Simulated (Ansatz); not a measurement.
Consider the ligand exchange at a Ga–Br bond: `[GaH2][Br]` + HI → `[GaH2][I]` + HBr.

Gas-phase electronic energies from Ansatz, PBE0-D4/def2-TZVP geometries. CCSD(T)/CBS is the MP2 limit (def2-TZVPP, def2-QZVPP) plus CCSD(T) − MP2 in def2-TZVPP, frozen cores. DFT in def2-TZVPP. def2 core potentials past Kr. For Br, Ga, I outer-core shells are correlated without core-valence functions, which leaves a few kJ/mol of doubt a bond. Scalar relativity is left out up to krypton.

Is it downhill or uphill in electronic energy at CCSD(T)/CBS, and by how much? (Best estimate.)

Ansatz gave: Downhill: ΔE = -0.03 eV.

What do these levels give: r2SCAN0-D4, BHLYP, CCSD/def2-SVP, MP2/def2-TZVPP, SCS-MP2/def2-QZVPP, CCSD/CBS(def2)? (Estimate.)

Ansatz gave: r2SCAN0-D4 -0.02, BHLYP 0.01, CCSD/def2-SVP -0.02, MP2/def2-TZVPP -0.04, SCS-MP2/def2-QZVPP -0.03, CCSD/CBS(def2) -0.02 eV.

Largest T1 diagnostic among the species: 0.011.

Leaving LDA and LC-ωPBE aside and taking each functional with its dispersion term where it has one, the values, not all of them listed here, spread over 0.06 eV, from HSE06-D4 to B97M-V.
